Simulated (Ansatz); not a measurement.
Geometry optimisation, Ansatz 0.2.0, RKS PBE0-D4/def2-SVP.

Input file:

```yaml
crystal:
  periodic: [false, false, false]
  atoms:
    - { symbol: Zr, position_ang: [0.401022, -0.522302, -0.494316] }
    - { symbol: O, position_ang: [-0.124517, -0.078748, 2.691137] }
    - { symbol: H, position_ang: [-0.96347, -0.133629, 3.166509] }
    - { symbol: Cl, position_ang: [2.121593, 0.155391, -1.884084] }
    - { symbol: Cl, position_ang: [-0.787368, 1.447503, -0.07035] }
    - { symbol: Cl, position_ang: [-1.055029, -1.8808, -1.684167] }
    - { symbol: S, position_ang: [1.572746, -2.179548, 1.015554] }
    - { symbol: H, position_ang: [0.514397, -3.006387, 0.83504] }
    - { symbol: H, position_ang: [0.359825, -0.902079, 2.926577] }
basis:
  gaussian: { orbitals: def2-SVP }
hamiltonian:
  xc: pbe0
  dispersion: d4
relax:
  f_tol: 0.03
  max_steps: 50
output:
  orbitals: {}
```

Run as:

```bash
$ ansatz run input.yaml --threads 4 --pin off --max-ram 5120MiB --backend cpu --events-out ev --progress --plain --runs-dir out
```

**Question.** Where does it end, and by what steps?

**Answer.** It converged. The force dipped under the threshold on the way, but the program's further checks kept it going. After 40 steps the energy has fallen by 0.922 eV; H8 moved furthest, 1.95 Å. Joined: Zr1–O2 (3.26 → 2.33 Å).

```tsv
step	energy less start (eV)	largest force component (eV/Å)	accepted
0	0.0000	0.760	yes
2	-0.2581	1.530	yes
4	-0.6197	1.521	yes
6	-0.6773	0.562	yes
8	-0.7092	0.148	yes
10	-0.7143	0.084	yes
12	-0.7266	0.561	yes
14	-0.7492	0.779	yes
16	-0.7551	0.488	no
18	-0.7813	0.052	yes
20	-0.7811	0.297	no
22	-0.7839	0.275	yes
24	-0.7859	0.598	no
26	-0.8006	0.135	yes
28	-0.8176	0.599	yes
30	-0.8664	0.267	yes
32	-0.8924	0.156	yes
34	-0.9171	0.064	yes
36	-0.9215	0.090	yes
38	-0.9220	0.032	yes
40	-0.9222	0.011	yes
```

```xyz
9
Properties=species:S:1:pos:R:3
Zr 0.260 -0.566 -0.045
O -0.785 -0.540 2.037
H -0.800 0.302 2.513
Cl 1.676 -0.561 -1.907
Cl 0.162 1.755 0.460
Cl -1.678 -1.567 -0.906
S 1.610 -2.076 1.341
H 2.355 -2.582 0.334
H -0.762 -1.266 2.674
```

Whether the end is a true minimum wasn't checked by a vibrational analysis.

The run took 2.4 min on 4 threads of Arm Neoverse V1, on a shared host, peak memory 0.4 GiB.
